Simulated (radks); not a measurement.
Results of a calculation; reference values are marked as such.
Problem. Ionisation ladder of lead, from Pb to Pb21+. Each ion is in the ground configuration listed by NIST, and IE = E(next ion) - E(this ion). Code: a radial shooting solver on a logarithmic mesh with Libxc functionals. Model: Dirac Kohn-Sham, PBE, spin-unpolarised, spherical densities, point nucleus; open shells are shared between the two j in proportion to 2j + 1.

species           configuration  IE, Delta-SCF (eV)  -e(HOMO) (eV)   HOMO
Pb                     [Hg] 6p2               6.698          3.118  6p3/2
Pb+                    [Hg] 6p1              13.605          9.375  6p3/2
Pb2+                       [Hg]              32.407         27.432  6s1/2
Pb3+         [Xe] 4f14 5d10 6s1              42.693         37.469  6s1/2
Pb4+             [Xe] 4f14 5d10              69.751         60.538  5d5/2
Pb5+              [Xe] 4f14 5d9                   ?         76.857  5d5/2
Pb6+              [Xe] 4f14 5d8                   ?         93.972  5d5/2
Pb7+              [Xe] 4f14 5d7              122.34         111.81  5d5/2
Pb8+              [Xe] 4f14 5d6              141.22         130.31  5d5/2
Pb9+              [Xe] 4f14 5d5              160.69         149.42  5d5/2
Pb10+             [Xe] 4f14 5d4              180.72         169.10  5d5/2
Pb11+             [Xe] 4f14 5d3              201.27         189.32  5d5/2
Pb12+             [Xe] 4f14 5d2              222.30         210.04  5d5/2
Pb13+             [Xe] 4f14 5d1              243.81         231.24  5d5/2
Pb14+                 [Xe] 4f14              347.18         325.55  5p3/2
Pb15+    [Kr] 4d10 4f14 5s2 5p5              372.47         350.39  5p3/2
Pb16+    [Kr] 4d10 4f14 5s2 5p4              398.08         375.57  5p3/2
Pb17+    [Kr] 4d10 4f14 5s2 5p3              424.01         401.07  5p3/2
Pb18+    [Kr] 4d10 4f14 5s2 5p2              450.22         426.86  5p3/2
Pb19+    [Kr] 4d10 4f14 5s2 5p1              476.74         452.94  5p3/2
Pb20+        [Kr] 4d10 4f14 5s2                   ?         558.95  5s1/2
Pb21+        [Kr] 4d10 4f13 5s2                   ?         593.19  5s1/2

Estimate the withheld Delta-SCF values.

Solution. Pb5+: 86.543 eV (NIST 83); Pb6+: 104.09 eV (NIST 100); Pb20+: 607.10 eV (NIST 570); Pb21+: 607.94 eV (NIST 610).

Beside tabulated values, note that spin-unpolarised runs miss the spin-polarisation part of the exchange energy of open shells.
